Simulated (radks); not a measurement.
Tc+, 42 electrons, occupied as [Kr] 4d5 5s1.

Method: non-relativistic Kohn-Sham, LB94 model potential, spin-unpolarised, spherical densities, point nucleus; relativity is left out, which matters for an element this heavy; computed with a radial shooting solver on a logarithmic mesh with Libxc functionals.

Energy parts (hartree):
| part | energy |
|---|---|
| kinetic | 4219.10702 |
| electron-nucleus | -10019.41796 |
| Hartree | 1720.30577 |
(The LB94 potential has no energy functional, so no total or exchange-correlation energy is given.)

Orbitals (lengths in bohr, moments of r in powers of bohr; <r^-3> diverges for s and p1/2):
| orbital | occ. | eigenvalue (hartree) | <r^-3> | <r> | <r^4> |
|---|---|---|---|---|---|
| 1s | 2 | -751.1875 | - | 0.03540 | 7.107e-06 |
| 2s | 2 | -106.1426 | - | 0.1543 | 0.001333 |
| 2p | 6 | -98.19428 | 2512 | 0.1321 | 0.0008893 |
| 3s | 2 | -18.98380 | - | 0.4276 | 0.06684 |
| 3p | 6 | -15.86646 | 415.4 | 0.4213 | 0.06836 |
| 3d | 10 | -10.13010 | 63.00 | 0.3968 | 0.06741 |
| 4s | 2 | -3.03298 | - | 1.083 | 2.689 |
| 4p | 6 | -2.12419 | 63.83 | 1.181 | 4.068 |
| 4d | 5 | -0.74455 | 5.275 | 1.618 | 18.79 |
| 5s | 1 | -0.58140 | - | 2.954 | 146.5 |

The highest occupied level is 5s at -15.821 eV. Summed over all electrons, <r^2> = 41.53 bohr^2, which gives a Langevin (diamagnetic) susceptibility term of -32.9 x 10^-6 cm^3/mol. The density falls to 0.001 e/bohr^3 at r = 4.13 bohr. The electron density at the nucleus is 5.556e+04 e/bohr^3.
